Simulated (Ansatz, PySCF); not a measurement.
C$_{2}$H$_{6}$O, charge +1, doublet, at a GFN2-xTB geometry (a state made from the parent by changing its charge; the spin is typed, not shown lowest). Base run: PySCF with WB97X/def2-SVPD.

Geometry (Å):
```xyz
9

C      1.2038    -0.1163     0.0121
O     -0.0234     0.4608    -0.1400
C     -1.1869    -0.2147     0.0884
H      1.1832    -1.1628     0.3314
H      1.8013     0.5037     0.7103
H      1.7694     0.0027    -0.9338
H     -1.0603    -1.2551     0.4030
H     -1.8195    -0.1449    -0.8192
H     -1.7876     0.3560     0.8249
```
Charge +1, spin multiplicity 2.
Orbitals are unrestricted.
All else is at PySCF's defaults.

The same geometry, method and basis name were run in Ansatz (a first-principles code) and PySCF, at each program's defaults and at the settings that a row names. The base is PySCF at its defaults. Differences at the defaults can come from grids, fitting, cores and function types together.

```
code and settings                                                               ΔE vs base (µEh)  basis functions      E (Eh)  SCF cycles
------------------------------------------------------------------------------  ----------------  ---------------  ----------  ----------
PySCF, defaults (exact integrals, its default grid, spherical functions)                     0.0              111  -154.51259          11
Ansatz, defaults (factorised integrals, its default grid, spherical functions)              -2.8              111  -154.51259           -
PySCF, density fitting with def2-universal-jkfit                                           -53.2              111  -154.51264          11
PySCF, fine grid                                                                            -4.0              111  -154.51260          11
Ansatz, high accuracy                                                                       -3.7              111  -154.51259           -
```

Open shells are given as the SCF converged; they aren't shown to be the lowest states, and a large step between rows can be another state.
